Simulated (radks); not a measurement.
Results of a calculation; reference values are marked as such.
Polarisability of the titanium ion Ti2+, [Ar] 3d2, at imaginary frequency. Level of theory: non-relativistic Kohn-Sham, LDA (Slater exchange, VWN5 correlation), spin-unpolarised, spherical densities, point nucleus (a radial shooting solver on a logarithmic mesh with Libxc functionals). Response by self-consistent Sternheimer equations with the Hartree and adiabatic LDA kernel.

w (hartree)  alpha1(iw) (bohr^3)
0.00266                    5.327
0.0143                     5.322
0.0360                     5.291
0.0697                     5.198
0.118                      4.987
0.186                      4.620
0.280                      4.112
0.413                      3.532
0.605                      2.929
0.892                      2.304
1.35                       1.651
2.12                       1.012
3.59                      0.4920
6.94                      0.1746
17.5                     0.03818

Static values: alpha1 = 5.327 bohr^3 (0.7894 angstrom^3; uncoupled 6.738). C6 = 15.92, triple-dipole C9 = 54.38 atomic units. One-pole (London) frequency 4 C6 / (3 alpha1^2) = 0.748 hartree, against 0.737 for minus the highest occupied eigenvalue. The dipole shielding factor is 0.909, as the force sum rule N/Z = 0.909 demands.
